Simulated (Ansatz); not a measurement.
AgPH₃Cl⁺, that is Ag(PH3)Cl with one electron fewer. Total charge 1; doublet. Geometry PBE0-D4/def2-TZVP, that of the neutral singlet; atoms count from 1.

Cartesian coordinates in Å:
```
Ag -0.8463 0.1741 -1.2310
P 0.4547 -0.0904 0.6626
H 0.3016 0.8128 1.7324
H 1.8568 -0.0319 0.5427
H 0.3607 -1.2915 1.3922
Cl -2.1275 0.4268 -3.0989
```

In the def2 sets Ag takes a core potential; there is no spin–orbit coupling.

(1) Estimate the Mulliken populations from the PBE0/def2-TZVP orbitals of Ansatz.

(2) Where does the spin sit?

(3) And the Mayer bond orders between bonded heavy atoms (over 0.3)?

Answers

(1) 
```
atom  charge (e)  spin (α − β)  d electrons
 Ag1        0.40          0.09         9.74
  P2       -0.10          0.00            –
  H3        0.17          0.00            –
  H4        0.17          0.00            –
  H5        0.17          0.00            –
 Cl6        0.18          0.91            –
```
Mulliken values and Mayer orders depend strongly on the basis.

(2) Summed by element: Ag 0.09, P 0.00, H 0.00, Cl 0.91, of 1 unpaired in all. Largest on single atoms: Cl6 0.91, Ag1 0.09, P2 0.00.

(3) Ag1–P2 0.81 (2.31 Å); Ag1–Cl6 0.72 (2.28 Å).
